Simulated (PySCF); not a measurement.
**Basis-set dependence of excited states**

Compound: CH8FGaN2.
Geometry (PBE0-D3(BJ)/def2-SVP, Å), atoms numbered from 1 in this order:
```
atom  x, y, z in Å
C1    -2.048    0.243   -0.668
N2    -0.817   -0.466   -0.426
Ga3    0.345   -0.130    0.975
N4     2.123    0.232   -0.126
F5     1.073   -1.641    1.604
H6    -1.979    1.272   -0.279
H7    -2.277    0.336   -1.747
H8    -2.943   -0.209   -0.192
H9    -0.869   -1.437   -0.719
H10    0.183    1.081    1.956
H11    2.619    1.109    0.025
H12    2.738   -0.546    0.113
H13    1.864    0.160   -1.111
```

TDDFT with PBE0 (PySCF), vertical singlets, core orbitals frozen in the response, spherical d and f functions. One conformer (not necessarily the lowest) at the PBE0-D3(BJ)/def2-SVP geometry, without solvent, vibrations or thermal averaging. The PBE0/6-31G* calculation is non-relativistic and has no spin–orbit coupling, an omission that weighs most on gallium.

Q: How do the low singlets change with the basis? Take 6-31G*, def2-SVP, def2-SVPD, aug-cc-pVDZ, def2-TZVP and def2-TZVPD.

A: 

```tsv
basis	functions	diffuse	S1 (eV)	S2 (eV)	S3 (eV)	S4 (eV)	S5 (eV)	LUMO (eV)	α (au)
6-31G*	104	no	5.44	5.92	6.16	7.16	7.68	0.75	50.7
def2-SVP	128	no	5.52	6.17	6.41	7.55	7.59	0.72	51.0
def2-SVPD	185	yes	4.94	5.71	5.90	6.56	6.78	-0.22	62.2
aug-cc-pVDZ	200	yes	4.49	5.11	5.35	5.71	6.05	-0.71	63.8
def2-TZVP	220	no	5.17	5.88	6.15	7.10	7.17	0.13	58.2
def2-TZVPD	277	yes	4.73	5.41	5.70	6.20	6.53	-0.42	63.7
```

States are compared by their number. Against the largest diffuse basis here (def2-TZVPD, itself not a converged limit), sets without diffuse functions differ by up to 0.79 eV in S1 and 1.15 eV in S5; the smaller diffuse sets differ by up to 0.25 and 0.48 eV. State by state, the largest deviation of a set without diffuse functions is S1 0.79, S2 0.76, S3 0.71, S4 1.35, S5 1.15 eV. The same number needn't mean the same state in each row. Against def2-TZVPD the polarisability deviates by -20% in 6-31G*, -20% in def2-SVP, -2% in def2-SVPD, 0% in aug-cc-pVDZ, -9% in def2-TZVP.

Without π bonds the low states may be Rydberg-like; a valence basis with one diffuse set may place them up to an eV too high.
